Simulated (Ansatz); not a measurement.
Reaction (formal exchange of groups at a B–S bond): `CS[BH][GeH3]` + `[AlH3]` → `[AlH2][BH][GeH3]` + CH₃SH

Isolated molecules relaxed with PBE0-D4/def2-TZVP in Ansatz; ΔE leaves out vibrations. CCSD(T)/CBS is the MP2 limit (def2-TZVPP, def2-QZVPP) plus CCSD(T) − MP2 in def2-TZVPP, frozen cores. This one scheme is used for every species. Functionals use def2-TZVPP. B3LYP here is the variant with VWN-RPA as its local correlation; programs differ in this. For Ge outer-core shells are correlated without core-valence functions, which leaves a few kJ/mol of doubt a bond. Scalar relativity is left out up to krypton. One conformer a species, not always the lowest.

(1) Is it downhill or uphill in electronic energy at CCSD(T)/CBS, and by how much? (Best estimate.)

(2) What do these levels give: PBE-D4, PBE0-D4, B3LYP-D4, ωB97M-V, PBE, r2SCAN, B3LYP, MP2/def2-TZVPP, SCS-MP2/def2-TZVPP, HF/def2-QZVPP, MP2/def2-QZVPP, CCSD/CBS(def2)? (Best estimate.)

Largest T1 diagnostic among the species: 0.014.

Answers

(1) Ansatz gave: Uphill: ΔE = +133.1 kJ/mol.

(2) Computed: PBE-D4 134.6, PBE0-D4 132.4, B3LYP-D4 134.5, ωB97M-V 135.7, PBE 131.5, r2SCAN 136.0, B3LYP 129.5, MP2/def2-TZVPP 145.8, SCS-MP2/def2-TZVPP 138.7, HF/def2-QZVPP 117.2, MP2/def2-QZVPP 145.5, CCSD/CBS(def2) 127.6 kJ/mol.

The D4 term adds +4.9 kJ/mol with B3LYP and +2.6 kJ/mol with PBE0; it sums over pairs of atoms, weighted by their polarisabilities, and B3LYP, whose exchange is more repulsive, gets the larger term. In def2-TZVPP, CCSD(T) changes the Hartree–Fock value by +15.2 kJ/mol (the triples alone add +5.6 kJ/mol) and MP2 by +27.8 kJ/mol.
